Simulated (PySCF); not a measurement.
# Radial density of B⁻ (boron, charge -1)

UHF, [He] 2s2 2p2, high-spin 3P determinant. All numbers are calculated (PySCF 2.14, no relativity, point nucleus, in dyall-av3z).

```csv
r (bohr),4πr²ρ (e/bohr),4πr²(ρα − ρβ)
0.00429,0.01583,0.0000
0.00721,0.04352,0.0000
0.0121,0.1172,-0.0001
0.0204,0.3054,-0.0002
0.0343,0.7524,-0.0005
0.0577,1.689,-0.0010
0.0971,3.246,-0.0014
0.163,4.831,0.0014
0.275,4.730,0.0195
0.462,2.403,0.0873
0.777,0.9271,0.2642
1.31,1.421,0.5185
2.20,1.303,0.5567
3.70,0.4850,0.2986
6.22,0.08984,0.0788
10.5,0.009040,0.0089
17.6,0.0001734,0.0002
```
